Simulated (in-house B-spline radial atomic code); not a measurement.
Configurations of C+, with energies counted from [He] 2s2 2p1. Computed with an all-electron radial atomic-structure program (B-spline basis): non-relativistic BHandHLYP, spin-polarised, spherical fractional occupations, exact exchange averaged over the configuration, point nucleus. Shells without spins written out take the highest spin.

Occupations are held fixed; configurations that lie above the ionisation limit could autoionise.

```csv
configuration,E - E(ref) (eV),highest orbital,its <r> (bohr)
[He] 2s1 2p2,5.2316,2p up,1.458
[He] 2s2 3s1,14.578,3s up,4.144
[He] 2s1 2p1 3d1,24.127,3d up,4.736
```

(1) Order these further configurations by energy, lowest first.
A. [He] 2s1 2p1 3s1
B. [He] 2s2 3d1
C. [He] 2s2 3p1

## Answers

(1) C (16.532 eV), B (18.236 eV), A (20.47 eV).
